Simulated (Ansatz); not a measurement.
`CC(F)OCCF`, charge 0, multiplicity 1.

(1) Give a relaxed structure at PBE0-D4/def2-TZVP (Ansatz). (An estimate is asked.)

## Answers

(1) Computed: 
```xyz
15

C    -1.398    0.552    1.746
C    -0.209    0.698    0.844
F     0.155    2.042    0.786
O    -0.547    0.272   -0.421
C     0.539    0.100   -1.310
C     0.953   -1.340   -1.410
F     1.526   -1.765   -0.223
H    -1.170    0.962    2.730
H    -2.246    1.090    1.319
H    -1.657   -0.502    1.848
H     0.677    0.173    1.217
H     0.209    0.437   -2.297
H     1.387    0.725   -1.013
H     1.692   -1.468   -2.208
H     0.087   -1.977   -1.607
```
This is one stationary point; other conformers may exist.
